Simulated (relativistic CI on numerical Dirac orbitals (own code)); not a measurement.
**Lu⁺: what numerical and physical settings do to a radial Dirac CI calculation**

Reference input:

```
atom Lu  Z=71  charge=1  electrons=70
nucleus A=175  rms_radius_fm=5.3700
hamiltonian dirac-coulomb  breit=on  qed=on  c_scale=1
orbitals kli  potential=per-configuration
slater_scale 1
correlation none
mixing on
grid step=0.0125 r_max=129.7
scf mixing=0.4 start=green max_iterations=150 tolerance=2e-08 node_fill=0.05
configurations
  [Xe] 4f14 6s2
  [Xe] 4f14 5d 6s
  [Xe] 4f14 5d2
  [Xe] 4f14 6s 6p
  [Xe] 4f14 6p2
end
```

Computed lowest total energy -14547.35049 Ha, first excitation 13627.7 cm⁻¹, 66 SCF steps. Runs with settings changed; * marks those that are bad on purpose (the QED terms keep the true α when c is scaled):

| Changed | Outcome | Lowest level | ΔE (Ha) | First excitation (cm⁻¹) | SCF steps | Message |
| --- | --- | --- | --- | --- | --- | --- |
| node fill of the KLI weights 0.2 | converged | 6s² ¹S0 | 0.0107 | 13493.9 | 67 |  |
| start potential bare | converged | 6s² ¹S0 | 1.46e-09 | 13627.7 | 124 |  |
| grid step 0.006, speed of light × 1.25 | converged | 6s² ¹S0 | 276 | 8734.7 | 68 |  |
| iteration limit 30, end of the grid at 64.85 bohr, start potential previous | converged | 6s² ¹S0 | 1.53e-10 | 13627.7 | 53 |  |
| Slater scale 2 * | converged | 6s² ¹S0 | -0.0443 | 21138.7 | 66 |  |
| SCF mixing 1.8 * | converged | 6s² ¹S0 | -4.87e-10 | 13627.7 | 109 |  |

With so few configurations and no correlation, terms lie too far apart (by 10 to 50 % near neutrality), their order can be wrong, and levels of other configurations are missing.
